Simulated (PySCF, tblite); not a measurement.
Isomers of [C6H16N2P]+ (charge +1). Computed values, GFN2-xTB/tblite, gas phase, harmonic and unscaled. Errors from tens to a few hundred cm⁻¹ against measured bands are possible. One conformer each.

Electronic energies: PBE0/pcSseg-1 single points on the GFN2-xTB geometries (PySCF, gas phase).

```
                SMILES  electronic energy, lowest = 0 (kJ/mol)
C=C(C)[P@+](C)(N)N(C)C                                     7.7
C/C=C\[P@+](C)(N)N(C)C                                     0.0
CN(C)[P@@+](C)(N)C1CC1                                    11.4
```

How do GFN2-xTB zero-point energies change the relative energies?

```csv
SMILES,ZPE (kJ/mol),of it from modes above 1550 cm⁻¹,electronic (kJ/mol),"with ZPE, lowest = 0 (kJ/mol)",lowest mode (cm⁻¹),rings
C/C=C\[P@+](C)(N)N(C)C,559.8,303.2,0.0,0.0,60,0
C=C(C)[P@+](C)(N)N(C)C,559.9,304.1,7.7,7.8,39,0
CN(C)[P@@+](C)(N)C1CC1,563.8,295.0,11.4,15.4,41,1
```

The zero-point energies span 4.0 kJ/mol, from `C/C=C\[P@+](C)(N)N(C)C` to `CN(C)[P@@+](C)(N)C1CC1`. The order is unchanged.

And how do the electronic energies of GFN2-xTB itself compare?

`C/C=C\[P@+](C)(N)N(C)C` 4.5; `C=C(C)[P@+](C)(N)N(C)C` 12.9; `CN(C)[P@@+](C)(N)C1CC1` 0.0 kJ/mol, lowest = 0. Against the energies above, taken from the same isomer `C/C=C\[P@+](C)(N)N(C)C`, the largest difference is 15.9 kJ/mol.

What do entropy and thermal enthalpy add at 298.15 K and 1 bar (rigid rotor, harmonic oscillator, one conformer each)?

| SMILES | point group | symmetry number | S (J/(mol K)) | H − H(0) (kJ/mol) | ZPE + H − H(0) − TS (kJ/mol) |
| --- | --- | --- | --- | --- | --- |
| C/C=C\[P@+](C)(N)N(C)C | C1 | 1 | 468.5 | 38.11 | 458.2 |
| C=C(C)[P@+](C)(N)N(C)C | C1 | 1 | 470.2 | 38.10 | 457.8 |
| CN(C)[P@@+](C)(N)C1CC1 | C1 | 1 | 459.5 | 36.41 | 463.2 |
